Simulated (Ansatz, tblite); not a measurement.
Cost and result up the ladder for `[Au][S]CCCCc1ccc(-c2ccc(-c3cccs3)s2)s1` (36 atoms). Total charge 0; singlet. Geometry: r2SCAN-D4/def2-SVP.

| atom | x (Å) | y (Å) | z (Å) |
| --- | --- | --- | --- |
| Au1 | -0.265 | 4.352 | -7.404 |
| S2 | 1.568 | 3.247 | -6.689 |
| C3 | 1.029 | 2.533 | -5.095 |
| C4 | 0.669 | 3.550 | -4.017 |
| C5 | 0.368 | 2.924 | -2.654 |
| C6 | -0.918 | 2.082 | -2.625 |
| C7 | -1.235 | 1.513 | -1.279 |
| C8 | -2.245 | 1.859 | -0.405 |
| C9 | -2.231 | 1.122 | 0.807 |
| C10 | -1.194 | 0.204 | 0.877 |
| C11 | -0.875 | -0.704 | 1.951 |
| C12 | -1.400 | -0.732 | 3.237 |
| C13 | -0.871 | -1.766 | 4.039 |
| C14 | 0.072 | -2.549 | 3.385 |
| C15 | 0.825 | -3.676 | 3.877 |
| C16 | 1.779 | -4.445 | 3.225 |
| C17 | 2.313 | -5.481 | 4.035 |
| C18 | 1.767 | -5.505 | 5.298 |
| S19 | 0.595 | -4.257 | 5.507 |
| S20 | 0.286 | -1.991 | 1.746 |
| S21 | -0.237 | 0.270 | -0.583 |
| H22 | 1.918 | 1.949 | -4.786 |
| H23 | 0.220 | 1.807 | -5.273 |
| H24 | 1.501 | 4.269 | -3.921 |
| H25 | -0.203 | 4.138 | -4.363 |
| H26 | 1.221 | 2.299 | -2.331 |
| H27 | 0.279 | 3.724 | -1.898 |
| H28 | -0.850 | 1.266 | -3.366 |
| H29 | -1.773 | 2.709 | -2.935 |
| H30 | -2.989 | 2.624 | -0.644 |
| H31 | -2.968 | 1.243 | 1.603 |
| H32 | -2.138 | -0.009 | 3.588 |
| H33 | -1.159 | -1.939 | 5.078 |
| H34 | 2.081 | -4.258 | 2.192 |
| H35 | 3.075 | -6.187 | 3.699 |
| H36 | 1.986 | -6.185 | 6.120 |

Ansatz on 2 threads of AMD EPYC 7R13 on a shared host and a share (18 GiB) of an NVIDIA H100 80GB HBM3; xTB runs through tblite on one thread. Times are rough, summed over both states, and most runs start from the orbitals of an earlier one. No level here is sound enough to serve as a yardstick. The other state is a doublet.

In the def2 sets Au takes a core potential; there is no spin–orbit coupling. The xTB rows come from tblite. B3LYP takes the VWN-RPA correlation. Single mean-field runs in def2-TZVP are fitted with def2-universal-jkfit. HOMO above LUMO, or a gap near zero within one spin, warns that the state may not be the lowest or that an electron is smeared out.

Raw xTB energies of ions are shifted by several eV.

| level | functions | wall time | vertical IE (eV) | remarks |
| --- | --- | --- | --- | --- |
| GFN2-xTB | 124 | 0.21 s | 11.28 | – |
| GFN1-xTB | 139 | 0.38 s | 12.14 | – |
| PBE-D4/def2-TZVP | 774 | 13 s | 6.39 | gap within one spin near zero (+1 doublet), restricted SCF unstable in HF (singlet) |
| PBE0-D4/def2-TZVP | 774 | 15 s | 6.68 | restricted SCF unstable in HF (singlet) |
| B3LYP-D4/def2-TZVP (with forces) | 774 | 16 s | 6.65 | restricted SCF unstable in HF (singlet) |
